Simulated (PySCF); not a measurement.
PySCF input file for Se(Me)(OMe) (C2H6OSe), SMILES CO[Se]C, PBE-D3(BJ)/def2-SVP. The structure is a stationary point at PBE-D3(BJ)/def2-SVP. One conformer was computed; it need not be the lowest.

```python
import numpy as np
from pyscf import gto, scf, dft, df
from pyscf.hessian import thermo

mol = gto.M(
    atom='''
    Se   -0.31332362   -0.17687224    0.59481073
    C    -1.18801503    1.37614015   -0.21047059
    H    -2.14711862    1.50751757    0.33024152
    H    -1.39811638    1.21333042   -1.28465327
    H    -0.55829894    2.27392405   -0.06536307
    O     1.28622783   -0.06923688   -0.31633633
    C     1.27957642   -0.68875275   -1.59347478
    H     0.57481927   -0.20220350   -2.30820377
    H     2.30956094   -0.57549863   -1.99337139
    H     1.03296564   -1.77384335   -1.54785183
    ''',
    basis='def2-SVP',
    charge=0,
    spin=0,
    max_memory=1600,
    verbose=3,
)
mf = dft.RKS(mol, xc='pbe').density_fit(auxbasis='def2-universal-jkfit')
mf.disp = 'd3bj'
mf.grids.level = 3
mf.conv_tol = 1e-11
mf.max_cycle = 100
mf.kernel()

# [left out here: the lines that compute and print the analytic Hessian (its translational invariance restored by hand, since the grid's response is missing), thermochemistry and intensities]
```

It prints:

```
converged SCF energy = -2555.6062936343

WARN: DFTD3 does not support analytical Hessian, using finite difference


WARN: Mole.unit (angstrom) is changed to Bohr

Mode                                 0                   1                   2
Irrep
Freq [cm^-1]                       85.6535            120.7015            153.5794
Reduced mass [au]                   2.0337              1.0549              1.4154
Force const [Dyne/A]                0.0088              0.0091              0.0197
Char temp [K]                     123.2363            173.6626            220.9666
Normal mode                   x     y     z       x     y     z       x     y     z
       0  Se                 0.00  0.00  0.02    0.01  0.01  0.01    0.01  0.01 -0.02
       1   C                 0.01 -0.06 -0.11    0.01 -0.01 -0.02   -0.10  0.01  0.08
       2   H                 0.04  0.03 -0.07   -0.26 -0.37 -0.41   -0.09 -0.12  0.12
       3   H                -0.05 -0.16 -0.08    0.50  0.13 -0.14   -0.12  0.06  0.08
       4   H                 0.04 -0.06 -0.23   -0.29  0.13  0.41   -0.18  0.06  0.13
       5   O                 0.02 -0.08  0.04    0.01 -0.02  0.00    0.01 -0.02 -0.00
       6   C                -0.05  0.11 -0.04   -0.04  0.01 -0.01    0.04 -0.05  0.01
       7   H                 0.11  0.39 -0.02   -0.06  0.03  0.02    0.36  0.18 -0.14
       8   H                -0.00 -0.08  0.03   -0.05  0.00 -0.04    0.16 -0.44  0.21
       9   H                -0.33  0.16 -0.22   -0.06  0.01 -0.03   -0.36  0.04 -0.01
Mode                                 3                   4                   5
Irrep
Freq [cm^-1]                      244.9803            308.5629            564.5690
Reduced mass [au]                   2.5562              3.4839              6.9128
Force const [Dyne/A]                0.0904              0.1954              1.2982
Char temp [K]                     352.4721            443.9533            812.2891
Normal mode                   x     y     z       x     y     z       x     y     z
       0  Se                 0.00  0.03 -0.02    0.02 -0.01 -0.04    0.04 -0.02 -0.01
       1   C                -0.09  0.00  0.04   -0.01 -0.00  0.00   -0.06  0.10 -0.05
       2   H                -0.05 -0.11  0.14    0.02 -0.02  0.06   -0.07  0.12 -0.08
       3   H                -0.19  0.02  0.05   -0.07  0.03  0.01   -0.01  0.07 -0.05
       4   H                -0.17  0.06  0.01   -0.01 -0.00 -0.00   -0.02  0.08 -0.05
       5   O                 0.05 -0.15  0.06    0.06  0.05  0.09   -0.17 -0.03  0.04
       6   C                 0.02  0.01 -0.02   -0.14  0.00  0.11   -0.01  0.02  0.04
       7   H                -0.17 -0.06  0.13   -0.22  0.02  0.21    0.04  0.01 -0.01
       8   H                -0.05  0.29 -0.13   -0.19 -0.09 -0.06    0.03  0.11  0.18
       9   H                 0.27 -0.06 -0.12   -0.22  0.03  0.20    0.06 -0.00 -0.02
Mode                                 6                   7                   8
Irrep
Freq [cm^-1]                      578.6132            849.5292            870.8703
Reduced mass [au]                   5.1037              1.2807              1.1622
Force const [Dyne/A]                1.0067              0.5446              0.5193
Char temp [K]                     832.4956           1222.2834           1252.9885
Normal mode                   x     y     z       x     y     z       x     y     z
       0  Se                 0.00  0.03 -0.02    0.01  0.01 -0.01    0.00  0.01  0.01
       1   C                 0.11 -0.16  0.07   -0.08 -0.05  0.08   -0.04 -0.06 -0.08
       2   H                 0.12 -0.22  0.12   -0.22  0.52 -0.31    0.11  0.05  0.16
       3   H                 0.04 -0.12  0.08    0.34 -0.17  0.02   -0.14  0.63 -0.17
       4   H                 0.04 -0.11  0.07    0.31 -0.32  0.03    0.25 -0.35  0.43
       5   O                -0.11 -0.02  0.02    0.01 -0.01  0.02   -0.00 -0.00 -0.00
       6   C                -0.01  0.01  0.03    0.00 -0.01 -0.01    0.00 -0.00 -0.01
       7   H                 0.03  0.00 -0.02   -0.01  0.00  0.01   -0.00  0.00  0.00
       8   H                 0.02  0.07  0.12   -0.01  0.01 -0.02    0.00  0.01  0.00
       9   H                 0.03  0.00 -0.02   -0.00 -0.00 -0.01    0.00 -0.00 -0.01
Mode                                 9                  10                  11
Irrep
Freq [cm^-1]                     1033.3840           1126.9260           1139.2001
Reduced mass [au]                   7.0644              1.2860              1.4223
Force const [Dyne/A]                4.4448              0.9622              1.0875
Char temp [K]                    1486.8094           1621.3956           1639.0553
Normal mode                   x     y     z       x     y     z       x     y     z
       0  Se                -0.00 -0.00  0.00   -0.00 -0.00 -0.00    0.00 -0.00 -0.00
       1   C                -0.01  0.00  0.00    0.00 -0.00  0.00    0.00 -0.00  0.00
       2   H                -0.01  0.03 -0.01   -0.00  0.01 -0.01    0.00  0.02 -0.00
       3   H                 0.02 -0.01 -0.00   -0.00 -0.00  0.00   -0.00  0.01 -0.00
       4   H                 0.02 -0.03  0.01   -0.01  0.01 -0.01   -0.02  0.01 -0.01
       5   O                 0.03 -0.07 -0.16   -0.02  0.05 -0.02    0.06  0.03  0.03
       6   C                -0.03  0.07  0.18    0.04 -0.11  0.05   -0.12 -0.05 -0.02
       7   H                 0.06  0.05  0.05    0.01  0.40  0.43    0.23  0.02 -0.32
       8   H                -0.01  0.10  0.21   -0.07  0.22 -0.13    0.06  0.27  0.53
       9   H                 0.06  0.03  0.04   -0.11 -0.11 -0.56    0.26 -0.15 -0.27
Mode                                12                  13                  14
Irrep
Freq [cm^-1]                     1227.9459           1367.3574           1389.5715
Reduced mass [au]                   1.1678              1.0546              1.0793
Force const [Dyne/A]                1.0375              1.1617              1.2279
Char temp [K]                    1766.7408           1967.3229           1999.2840
Normal mode                   x     y     z       x     y     z       x     y     z
       0  Se                 0.00 -0.00  0.00    0.00  0.00  0.00   -0.00 -0.00  0.00
       1   C                 0.06 -0.09  0.04    0.03  0.03  0.05    0.00  0.00 -0.00
       2   H                -0.08  0.47 -0.31   -0.32 -0.42 -0.46    0.01  0.02  0.01
       3   H                -0.26  0.43 -0.00   -0.40  0.18  0.09   -0.01 -0.03  0.00
       4   H                -0.40  0.29 -0.16    0.37 -0.18 -0.24   -0.02  0.01  0.04
       5   O                -0.00 -0.00 -0.00    0.00 -0.00 -0.00    0.01 -0.01 -0.01
       6   C                 0.00  0.00 -0.00   -0.00 -0.00 -0.01    0.03 -0.05 -0.04
       7   H                -0.02  0.00  0.02   -0.07  0.03  0.08   -0.01  0.02  0.03
       8   H                 0.01 -0.02  0.01    0.05 -0.01  0.11    0.04  0.65  0.20
       9   H                 0.00  0.01  0.03    0.01 -0.00  0.04   -0.53  0.11  0.40
Mode                                15                  16                  17
Irrep
Freq [cm^-1]                     1395.6002           1399.9043           1429.2367
Reduced mass [au]                   1.0565              1.0712              1.0636
Force const [Dyne/A]                1.2124              1.2368              1.2801
Char temp [K]                    2007.9580           2014.1506           2056.3534
Normal mode                   x     y     z       x     y     z       x     y     z
       0  Se                 0.00  0.00 -0.00    0.00 -0.00  0.00    0.00  0.00 -0.00
       1   C                 0.04  0.02 -0.04   -0.00 -0.00  0.01    0.00  0.00  0.00
       2   H                -0.06  0.18 -0.23   -0.05 -0.08 -0.05   -0.02 -0.00 -0.04
       3   H                -0.49 -0.42  0.15    0.00  0.12 -0.01   -0.05 -0.01  0.01
       4   H                -0.06 -0.03  0.61    0.06 -0.01 -0.15    0.01 -0.01  0.02
       5   O                -0.00 -0.00  0.00   -0.00 -0.00  0.01    0.01  0.01  0.01
       6   C                -0.01 -0.00  0.01   -0.01 -0.02  0.07    0.04  0.03  0.05
       7   H                 0.09  0.03 -0.07    0.48 -0.01 -0.45   -0.21 -0.62 -0.19
       8   H                -0.05  0.01 -0.10   -0.27  0.24 -0.56    0.03  0.03  0.06
       9   H                 0.04 -0.01  0.01   -0.05  0.00  0.01   -0.41  0.08 -0.54
Mode                                18                  19                  20
Irrep
Freq [cm^-1]                     2911.7415           2976.9907           2987.1990
Reduced mass [au]                   1.0336              1.0295              1.1048
Force const [Dyne/A]                5.1631              5.3755              5.8086
Char temp [K]                    4189.3478           4283.2269           4297.9142
Normal mode                   x     y     z       x     y     z       x     y     z
       0  Se                 0.00 -0.00 -0.00    0.00 -0.00 -0.00    0.00  0.00 -0.00
       1   C                -0.00  0.00 -0.00    0.02 -0.03  0.01    0.00 -0.00  0.00
       2   H                 0.01  0.00 -0.01   -0.52  0.06  0.30   -0.03  0.00  0.02
       3   H                 0.00  0.00  0.01   -0.10 -0.10 -0.55   -0.01 -0.01 -0.03
       4   H                -0.01 -0.01 -0.00    0.32  0.42  0.08    0.02  0.02  0.00
       5   O                -0.00  0.00  0.00   -0.00  0.00 -0.00   -0.00  0.00 -0.00
       6   C                 0.02  0.01  0.04   -0.00  0.00 -0.00    0.03 -0.08  0.03
       7   H                -0.45  0.33 -0.45    0.01 -0.01  0.01   -0.40  0.27 -0.38
       8   H                 0.35  0.04 -0.13    0.01  0.00 -0.00   -0.13 -0.03  0.06
       9   H                -0.11 -0.54  0.04   -0.01 -0.05  0.00    0.17  0.68 -0.04
Mode                                21                  22                  23
Irrep
Freq [cm^-1]                     3034.9238           3088.4950           3102.6379
Reduced mass [au]                   1.1027              1.1048              1.1097
Force const [Dyne/A]                5.9844              6.2093              6.2937
Char temp [K]                    4366.5797           4443.6566           4464.0051
Normal mode                   x     y     z       x     y     z       x     y     z
       0  Se                 0.00  0.00 -0.00    0.00 -0.00  0.00   -0.00  0.00  0.00
       1   C                 0.00 -0.00 -0.00    0.05 -0.00 -0.07   -0.06 -0.06 -0.04
       2   H                -0.00  0.00  0.00   -0.63  0.08  0.35    0.16 -0.03 -0.10
       3   H                 0.00 -0.00  0.00    0.12  0.10  0.56    0.09  0.08  0.50
       4   H                 0.00  0.00  0.00   -0.11 -0.17 -0.04    0.44  0.62  0.10
       5   O                -0.00  0.00  0.00   -0.00  0.00  0.00    0.00 -0.00 -0.00
       6   C                -0.08 -0.03  0.02   -0.00  0.00 -0.00   -0.00  0.00 -0.00
       7   H                 0.11 -0.09  0.12    0.00 -0.00  0.00    0.00 -0.00  0.00
       8   H                 0.81  0.09 -0.30   -0.00  0.00  0.00   -0.00 -0.00  0.00
       9   H                 0.06  0.33 -0.02    0.00 -0.00  0.00    0.00 -0.00  0.00
temperature 298.1500 [K]
pressure 101325.00 [Pa]
Rotational constants [GHz] 8.13624 3.36952 2.67355
Symmetry number 1
Zero-point energy (ZPE) 0.07606 [Eh]   199705.625 [J/mol]
                           tot       elec      trans        rot        vib
Entropy [J/mol/K]       336.936      0.000    168.967    108.309     59.660
Cv [J/mol/K]             83.899      0.000     12.472     12.472     58.955
Cp [J/mol/K]             92.213      0.000     20.786     12.472     58.955
Internal energy [J/mol]                      3718.434   3718.434 209172.263
Internal energy [Eh]   -2555.52379  -2555.60629
Enthalpy [J/mol]                             6197.391   3718.434 209172.263
Enthalpy [Eh]          -2555.52285
Gibbs free energy [J/mol]                  -44180.133 -28573.872 191384.611
Gibbs free energy [Eh] -2555.56111
mode   freq/cm-1   IR/(km/mol)
   1       85.65         1.887
   2      120.70         0.371
   3      153.58         0.212
   4      244.98         6.653
   5      308.56         1.169
   6      564.57        27.188
   7      578.61         2.091
   8      849.53        14.162
   9      870.87         7.786
  10     1033.38        82.550
  11     1126.93         0.498
  12     1139.20        10.624
  13     1227.95         1.148
  14     1367.36         9.575
  15     1389.57         3.582
  16     1395.60        14.698
  17     1399.90         3.759
  18     1429.24        19.168
  19     2911.74        65.401
  20     2976.99         7.210
  21     2987.20        47.895
  22     3034.92        16.717
  23     3088.49         3.438
  24     3102.64         1.822
max |gradient| / (hartree/bohr): 3.561565120237341e-05
APT charges: [ 0.3025 -0.066   0.0278 -0.0066  0.0049 -0.5861  0.4387 -0.0514 -0.025
 -0.0389]
```

Self-consistency was reached.

Cost: around 70 core-seconds (rough).
